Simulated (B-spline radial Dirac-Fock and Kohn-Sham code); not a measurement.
**Free-atom binding energies and absorption edges of P**

The computed values come from a radial atomic solver: Dirac-Fock ΔSCF + Breit + QED. Correlation and solid-state effects are left out.

Two models are given for [Ne] 3s2 3p3. In the first the electron is removed to infinity. In the second it is placed in the 3p shell, so that the atom stays neutral; this mimics a hole screened by valence charge, or the onset of absorption below the ionisation limit. The tabulated edges (Elam, Ravel and Sieber, Radiat. Phys. Chem. 63, 121 (2002)) refer to the element in its standard state, with the Fermi level as zero for a metal.

```tsv
level	ionised (eV)	screened (eV)	tabulated (eV)	ionised − table	screened − table
K	2152.7	2141.9	2145.5	+7.2	-3.6
L1	197.9	187.3	189.0	+8.9	-1.7
```

The screened model lies closer: the mean absolute deviations are 8.0 eV (ionised) and 2.7 eV (screened). Screening lowers the levels by 10.7 eV on average.
